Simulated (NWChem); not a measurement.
System: Si2N2H6O; SMILES O[SiH]1N[SiH2]N1

Input file for NWChem:

```
start job
memory heap 200 mb stack 900 mb global 1100 mb
geometry units angstroms noautosym nocenter noautoz
  O     -0.546755    -2.216713     0.004205
  Si     0.418642    -0.866938     0.002211
  N      0.082492     0.360198    -1.193013
  Si    -0.169624     1.615806    -0.004638
  N      0.092523     0.367660     1.195946
  H     -1.498184    -2.040032     0.054573
  H      1.770419    -1.467715     0.009496
  H     -0.084758     0.311126    -2.185420
  H     -1.520568     2.249277    -0.022538
  H      0.826382     2.725399     0.013441
  H      0.377469     0.432098     2.161435
end
basis spherical
  O library 6-31g*
  Si library 6-31g*
  N library 6-31g*
  H library 6-31g*
end
dft
  xc hfexch
  iterations 150
  mulliken
end
task dft energy
esp
  recalculate
  probe 0.07
  range 0.3
  factor 1.0
  spacing 0.02
end
task esp
```

Coordinates come from a B3LYP/6-31G* (spherical d) optimisation.

Atomic charges in e: unrestrained fits to the electrostatic potential beside Mulliken populations; buried atoms are poorly determined by the fit.

Atoms are numbered as in the input.

### Question
Give the results of this calculation. (Hartree-Fock/6-31G* (spherical d).) Quantities: ESP O1; Mulliken O1; ESP Si2; Mulliken Si2; ESP N3; Mulliken N3; ESP Si4; Mulliken Si4; ESP N5; Mulliken N5; relative RMS misfit of the potential (%).

### Answer
```
Property                                  Value
----------------------------------------  -----
ESP O1                                    -0.81
Mulliken O1                               -0.88
ESP Si2                                    1.30
Mulliken Si2                               1.30
ESP N3                                    -1.12
Mulliken N3                               -1.09
ESP Si4                                    1.10
Mulliken Si4                               1.06
ESP N5                                    -1.09
Mulliken N5                               -1.09
relative RMS misfit of the potential (%)     29
```
